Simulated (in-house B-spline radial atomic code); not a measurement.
Solving the quasi-particle equation for 3p up of Ca⁵⁺

Configuration [Ne] 3s2 3p3, highest spin, start Hartree-Fock; correlation leaves out the deepest shell, empty levels kept to 24000 hartree. Computed with a B-spline radial code for spherical atoms: all electrons, scalar-relativistic (spin-free one-electron X2C), finite nucleus, each spin shell either full or empty, empty states to l = 9 with an (l + 1/2)⁻⁴ tail; G0W0 by contour deformation at full frequency.

At the mean-field level ε = -107.887 eV the matrix elements are Σx = -35.9 eV, v_xc = -35.9 eV and Σc(ε) = -0.489 eV, and the slope of the correlation self-energy is dΣc/dω = -0.0286. The quasi-particle energy solves E = ε + Σx − v_xc + Σc(E).

Q: What does the linearised equation give?

A: Z = 1/(1 − dΣc/dω) = 1/1.0286 = 0.9722. The first-order shift is Σx − v_xc + Σc(ε) = -35.9 − (-35.9) + (-0.489) = -0.489 eV, so E ≈ ε + Z × shift = -107.887 + 0.9722 × (-0.489) = -108.362 eV.

Q: How does that compare with the full solution and with static screening?

A: Solving the equation at full frequency dependence gives E = -108.362 eV, where Σc = -0.476 eV and the weight is 0.972; the linearised value is off by 0 meV. Leaving Z out would give -108.376 eV. Static COHSEX puts -2.662 eV in place of Σc and gives -110.549 eV, 2.19 eV deeper.
